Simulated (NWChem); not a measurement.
CH₇BOSi; SMILES CB(O)[SiH3]

```xyz
11

B      0.0886    -0.5437    -0.0019
C     -1.1879    -1.4769     0.0000
H     -1.8363    -1.2518     0.8582
H     -0.9596    -2.5529     0.0276
H     -1.8032    -1.2901    -0.8913
O      1.3527    -1.0508    -0.0004
H      1.3590    -2.0234     0.0063
Si    -0.0420     1.4975    -0.0006
H      1.2776     2.1763    -0.1356
H     -0.6703     1.9818     1.2664
H     -0.9171     1.9816    -1.1109
```
Atoms are numbered in this order, from 1.

Coordinates come from a B3LYP/6-31G* (spherical d) optimisation.

Q: List the 4 lowest vertical singlet excitations from B3LYP/def2-SVP, TDA (NWChem).

A: 
```tsv
state	energy (eV)	oscillator strength	leading excitation (squared amplitude)
S1	5.63	0.014	HOMO → LUMO (0.97)
S2	7.39	0.015	HOMO−1 → LUMO (0.94)
S3	7.48	0.040	HOMO → LUMO+1 (0.88)
S4	7.67	0.134	HOMO−2 → LUMO (0.77)
```
